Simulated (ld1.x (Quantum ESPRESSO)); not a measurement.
Ga (Z = 31): one change to an ultrasoft potential, before and after

ld1.x (Quantum ESPRESSO) 7.5 input, shortened:

```
&input
   title='Ga', zed=31., rel=1, dft='PBESOL', iswitch=3,
   config='[Ar] 3d10 4s1 4p2'
 /
 &inputp
   pseudotype=3, tm=.true., lloc=-1, rcloc=1.90,
   nlcc=.false.,
   which_augfun='PSQ', rmatch_augfun=1.75
 /
4
4S  1  0   1.00   0.00  1.90  2.20  0.0
4S  1  0   0.00   2.80  1.90  2.20  0.0
4P  2  1   2.00   0.00  1.55  2.15  0.0
4P  2  1   0.00   4.65  1.55  2.15  0.0
 &test
   configts(1)='4s1 4p2'
 /
```

Change: waves 4p (bound): rcut 1.55, rcutus 2.74 bohr; 4p channel at 4.65 Ry: rcut 1.55, rcutus 2.74 bohr.

Cutoffs: the cutoffs (Ry, on a coarse ladder) from which the occupation-weighted sum of valence levels, in a spherical-Bessel basis at the reference potential, stays within 10 and 1 mRy of its value at 400 Ry; they do not see the model core or the augmentation charge, which bear on the density cutoff. Errors are all-electron minus pseudo energies relative to the spin-unpolarised reference configuration.

Predict the effect on cutoff, ghosts and configuration errors.

Both files are so soft that the ladder of cutoffs tells neither apart; the number of tests that count goes from 6 to 5 (the test run of the changed file stopped, so its transferability is not established); of the 4 tests that both files solve, the error grows in 1 and shrinks in 3 by more than 15 % and 0.3 meV (median size 29.4 → 17.4 meV); neither file shows a bound ghost at the reference potential, the only one tested.

```csv
quantity,base,changed
"cutoff, loose",6 Ry,6 Ry
"cutoff, tight",10 Ry,10 Ry
bound ghosts,none,none
"tests counted (converged, no solver errors)",6 of 7,5 of 7 (the test run stopped)
"error for 4s2 4p1, meV [ΔE -6.55 eV]",+31,+16
"error for 4s1 4p0, meV [ΔE 20.26 eV]",-8.3,-19
"error for 4s2 4p1.3, meV [ΔE -7.08 eV]",+27,+13
"error for 4s2 4p0.5, meV [ΔE -4.52 eV]",+40,+22
lowest overlap eigenvalue by channel,"s 0.58, p 0.68","s 0.58, p 0.71"
```

Base: Tests not counted: 4s2 4p0 (pseudo-atom not self-consistent, printed error +59 meV). ld1.x printed “convergence not achieved” for 5 of the counted tests; their residual had stalled under 1e-8, short of the target of 1e-14. Changed file: ld1.x printed “convergence not achieved” for 5 of the counted tests; their residual had stalled under 1e-8, short of the target of 1e-14.
